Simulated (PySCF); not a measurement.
**First hyperpolarisability: `C=C(C)[C@@H](C)C(=O)O`, C6H10O2**

Geometry:
| atom | x (Å) | y (Å) | z (Å) |
| --- | --- | --- | --- |
| C1 | 0.932 | 1.072 | 1.157 |
| C2 | 0.857 | 0.243 | 0.129 |
| C3 | 1.910 | 0.163 | -0.931 |
| C4 | -0.330 | -0.679 | -0.109 |
| C5 | -1.044 | -1.140 | 1.156 |
| C6 | -1.228 | 0.109 | -1.042 |
| O7 | -1.092 | 0.155 | -2.237 |
| O8 | -2.168 | 0.814 | -0.405 |
| H9 | 0.167 | 1.141 | 1.908 |
| H10 | 1.784 | 1.717 | 1.288 |
| H11 | 2.663 | 0.935 | -0.797 |
| H12 | 1.453 | 0.275 | -1.913 |
| H13 | 2.399 | -0.811 | -0.902 |
| H14 | 0.029 | -1.548 | -0.670 |
| H15 | -1.539 | -0.311 | 1.651 |
| H16 | -0.327 | -1.585 | 1.841 |
| H17 | -1.797 | -1.884 | 0.906 |
| H18 | -2.677 | 1.341 | -1.041 |

Theory: PySCF, quadratic response CAM-B3LYP/def2-SVPD first hyperpolarisability, Taylor convention, gas phase. Geometry: GFN2-xTB.

Task: Give β for the processes computed.

Result: In 10⁻³⁰ esu, Taylor convention; the vector part is βᵢ = ⅓ Σⱼ (βᵢⱼⱼ + βⱼᵢⱼ + βⱼⱼᵢ); β∥ is 3/5 of the vector part along the dipole, the dipole points from − to +:
| process | λ (nm) | β vector norm | β∥ | β HRS | depolarisation ratio |
| --- | --- | --- | --- | --- | --- |
| static β(0;0,0) | ∞ | 0.39 | -0.18 | 0.25 | 2.30 |
| second harmonic β(−2ω;ω,ω) | 1907 | 0.41 | -0.19 | 0.26 | 2.32 |
| Pockels β(−ω;ω,0) | 1907 | 0.39 | -0.18 | – | – |
| second harmonic β(−2ω;ω,ω) | 1340 | 0.43 | -0.19 | 0.27 | 2.35 |
| Pockels β(−ω;ω,0) | 1340 | 0.40 | -0.19 | – | – |

Task: Which lowest excitations, dipole and polarisabilities go with it?

Result: S1 5.66 eV (f = 0.024); S2 6.78 eV (f = 0.153); S3 7.00 eV (f = 0.026); dipole 1.55 D; isotropic α 78.2 au static, 78.4 au at 1907 nm, 78.6 au at 1340 nm, 78.9 au at 953.5 nm, 79.8 au at 670 nm.
